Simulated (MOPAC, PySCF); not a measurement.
H4O4Sn, SMILES `[OH][Sn]([OH])([OH])[OH]`, neutral singlet in the gas phase. 

Z-matrix (Å, degrees):
```
Sn
O 1 1.9653
H 2 0.9656 1 111.14
O 1 1.9653 2 106.17 3 -152.70
H 4 0.9656 1 111.16 2 28.41
O 1 1.9653 2 106.24 3 -28.40
H 6 0.9655 1 111.15 2 152.74
O 1 1.9654 2 116.22 3 89.52
H 8 0.9656 1 111.17 2 89.38
```
Charge 0, spin multiplicity 1.

All levels are single points at this geometry (PBE0-D4/def2-SVP); Pople sets use spherical d functions. Orbital energies aren't observables, and empty levels follow the basis.

PBE-D3(BJ)/def2-TZVP in PySCF gives HOMO (eV) = -7.37.

Problem. Estimate the HOMO (eV) from each of these levels: B3LYP-D3(BJ)/def2-TZVP in PySCF; PBE0-D4/def2-TZVP in PySCF; M06-2X/6-31G* (LANL2DZ on Sn) in PySCF; PBE/6-31G* (LANL2DZ on Sn) in PySCF; SVWN5/6-31G* (LANL2DZ on Sn) in PySCF; AM1 in MOPAC; PM3 in MOPAC; PM6 in MOPAC.

Solution. 
```tsv
level	HOMO (eV)
B3LYP-D3(BJ)/def2-TZVP in PySCF	-8.87
PBE0-D4/def2-TZVP in PySCF	-9.15
M06-2X/6-31G* (LANL2DZ on Sn) in PySCF	-10.57
PBE/6-31G* (LANL2DZ on Sn) in PySCF	-6.89
SVWN5/6-31G* (LANL2DZ on Sn) in PySCF	-7.02
AM1 in MOPAC	-11.07
PM3 in MOPAC	-12.13
PM6 in MOPAC	-12.16
```
